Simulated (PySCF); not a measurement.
Molecule: C6H8, net charge 0, singlet state. 
Structure (B3LYP-D3(BJ)/def2-TZVP (Ansatz) minimum search):
SMILES: C1CC2=C1CC2
```xyz
14

C      1.5931    -0.6391    -0.1154
C      1.4364     0.9221     0.2153
C     -0.0643     0.6399     0.1356
C      0.0643    -0.6399    -0.1356
C     -1.4364    -0.9221    -0.2153
C     -1.5931     0.6391     0.1154
H      2.0950    -0.8500    -1.0619
H      2.0723    -1.2202     0.6750
H      1.8503     1.5867    -0.5457
H      1.8276     1.2165     1.1911
H     -1.8276    -1.2165    -1.1911
H     -1.8503    -1.5867     0.5457
H     -2.0723     1.2202    -0.6750
H     -2.0950     0.8500     1.0619
```

Dispersion corrections to the total energy (kcal/mol) from the dftd3 and dftd4 libraries through PySCF: D3(BJ) without and D4 with the three-body term, each with the damping fitted for the functional named.

```json
[
 {"functional": "B2PLYP", "D3(BJ)": "-5.07", "D4": "-4.56"},
 {"functional": "PBE0", "D3(BJ)": "-5.64", "D4": "-5.47"},
 {"functional": "CAM-B3LYP", "D3(BJ)": "[?]", "D4": "-5.46"},
 {"functional": "TPSSh", "D3(BJ)": "-7.52", "D4": "-8.04"},
 {"functional": "TPSS", "D3(BJ)": "-8.24", "D4": "-8.84"},
 {"functional": "BP86", "D3(BJ)": "-10.04", "D4": "[?]"},
 {"functional": "B3LYP", "D3(BJ)": "-11.21", "D4": "[?]"}
]
```

**Question.** What belongs in the gaps?

**Answer.** 
- CAM-B3LYP, D3(BJ): -4.94
- BP86, D4: -8.52
- B3LYP, D4: -10.41
